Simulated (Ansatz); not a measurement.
Ag₄⁻ was relaxed with r2SCAN-D4 (def2-SVPD) in Ansatz in these states: charge -1 doublet, charge -1 quartet. The geometries follow in no particular order.

In the def2 sets Ag takes a core potential; there is no spin–orbit coupling.

A:

```xyz
4

Ag   -0.926    0.533    0.867
Ag   -0.504    1.648   -1.550
Ag    0.922   -0.535   -0.869
Ag    0.507   -1.645    1.551
```

B:

```xyz
4

Ag    0.5659   -1.5295    0.4369
Ag    1.3096    1.0483   -0.2021
Ag   -1.0129    0.5926    1.2138
Ag   -0.8626   -0.1114   -1.4486
```

Judge from the bond lengths which geometry belongs to which state (an estimate).

A is the charge -1 doublet (Ag3–Ag4 2.695 Å, Ag2–Ag3 2.695 Å, Ag1–Ag2 2.695 Å); B is the charge -1 quartet (Ag3–Ag4 2.758 Å, Ag2–Ag3 2.758 Å, Ag1–Ag2 2.758 Å).

At r2SCAN-D4/def2-SVPD the highest occupied level of the charge -1 doublet lies above zero (up to 0.06 eV). By energy differences its removal costs 1.54 eV (vertical, to the charge 0 singlet, at PBE0-D4/def2-TZVPD). At PBE0-D4/def2-TZVPD a doublet lies 0.60 eV below the charge -1 quartet. These are the stationary points nearest to one start from a short search; other shapes may lie lower in each state.
